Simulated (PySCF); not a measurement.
The dipole of `C#CC[C@H]1CCOCO1` from its density and from atomic charges.

Coordinates (GFN2-xTB, Å) and charges (e) from the PBE0/pcSseg-1 density (PySCF):

```csv
atom,x,y,z,Mulliken,IAO,Hirshfeld,ESP-fitted
C1,3.564,0.478,-0.061,-0.3857,-0.2557,-0.1237,-0.5252
C2,2.577,0.093,0.493,+0.1555,-0.0264,-0.0341,+0.1370
C3,1.374,-0.354,1.162,-0.0752,-0.2787,-0.0565,-0.4416
C4,0.115,0.154,0.454,-0.0224,+0.1008,+0.0496,+0.4769
C5,-0.096,-0.492,-0.919,-0.1768,-0.2983,-0.0876,-0.1904
C6,-1.463,-0.052,-1.445,+0.0510,-0.0557,+0.0018,+0.1672
O7,-2.472,-0.334,-0.494,-0.5061,-0.3987,-0.1530,-0.4081
C8,-2.195,0.273,0.729,+0.3144,+0.1306,+0.0643,+0.1960
O9,-0.993,-0.145,1.295,-0.5120,-0.4063,-0.1447,-0.4613
H10,4.438,0.807,-0.539,+0.0401,+0.2005,+0.0898,+0.3278
H11,1.366,0.018,2.190,+0.1643,+0.1778,+0.0591,+0.1763
H12,1.352,-1.446,1.197,+0.1553,+0.1699,+0.0581,+0.1793
H13,0.180,1.250,0.328,+0.1103,+0.1158,+0.0298,+0.0031
H14,0.698,-0.196,-1.604,+0.1379,+0.1510,+0.0440,+0.0400
H15,-0.091,-1.578,-0.805,+0.1230,+0.1423,+0.0399,+0.0971
H16,-1.742,-0.595,-2.350,+0.1303,+0.1563,+0.0509,+0.0594
H17,-1.450,1.029,-1.660,+0.0967,+0.1141,+0.0322,+0.0110
H18,-2.183,1.378,0.603,+0.0742,+0.0928,+0.0260,+0.0290
H19,-2.989,-0.019,1.418,+0.1253,+0.1679,+0.0551,+0.1264
```

Question: Compute μ = Σ q r for each scheme (1 e·Å = 4.803 D) and compare with the dipole of the full density.

Answer: The full density gives (0.70, 0.92, -0.91) D, 1.48 D in size; dipole vectors point from the negative to the positive end.

| scheme | μx | μy | μz | size (D) | share of the full size (%) | angle to the full dipole (°) |
| --- | --- | --- | --- | --- | --- | --- |
| Mulliken | -1.22 | 0.56 | -0.46 | 1.42 | 96 | 88 |
| IAO | 0.94 | 1.57 | -1.21 | 2.19 | 148 | 7 |
| Hirshfeld | 0.09 | 0.44 | -0.29 | 0.53 | 36 | 21 |
| ESP-fitted | 0.66 | 0.95 | -0.94 | 1.49 | 101 | 2 |

Question: Which set comes closest?

Answer: Length of the difference vector: ESP-fitted 0.06 D, IAO 0.75 D, Hirshfeld 1.00 D, Mulliken 2.01 D. Closest: ESP-fitted. 

Question: What is left for the Hirshfeld atoms' own dipoles?

Answer: The Hirshfeld atoms' densities add up to the full density, so μ = Σ q r + Σ (atomic dipoles). The atomic dipoles sum to (0.70, 0.92, -0.91) − (0.09, 0.44, -0.29) = (0.61, 0.48, -0.62) D, 1.00 D in size.

Question: With the origin at the mean of the coordinates, (-0.001, 0.014, 0.000) Å, which are the largest single terms, by size, of the Hirshfeld dipole along the direction of the full one?

Answer: H10 +1.27, C1 -1.20, O9 +0.95, O7 +0.80, H19 -0.61 D; all 19 atoms together +0.50 D. The single terms depend on the origin, their sum doesn't.

Question: Give the size of the full dipole in other units.

Answer: 1.48 D = 0.581 au = 0.308 e·Å = 4.93 × 10⁻³⁰ C·m.

Geometry: GFN2-xTB, one conformer, isolated molecule.
